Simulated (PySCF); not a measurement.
Stepwise substitution at one centre (B CH3-NH2). All species are isolated molecules in the gas phase. Strings in code marks are SMILES.

Calculation: PBE-D3(BJ)/def2-TZVP // B3LYP-D3(BJ)/def2-TZVP run with PySCF. Excitations are Tamm–Dancoff values on a coarser integration grid. The basis has no diffuse functions, so Rydberg states are missing or too high.

```csv
species,S1 excitation (TDA) (eV),T1 excitation (TDA) (eV),S1 oscillator strength
0 of 3 CH3 replaced by NH2 (`CB(C)C`),6.10,5.56,0.000
1 of 3 CH3 replaced by NH2 (`CB(C)N`),…,6.22,…
2 of 3 CH3 replaced by NH2,5.52,5.32,…
3 of 3 CH3 replaced by NH2 (`NB(N)N`),5.24,5.05,0.000
```

### Question
Fill in the missing entries.

### Answer

- 1 of 3 CH3 replaced by NH2 (`CB(C)N`), S1 excitation (TDA) (eV): 6.86
- 1 of 3 CH3 replaced by NH2 (`CB(C)N`), S1 oscillator strength: 0.013
- 2 of 3 CH3 replaced by NH2, S1 oscillator strength: 0.000
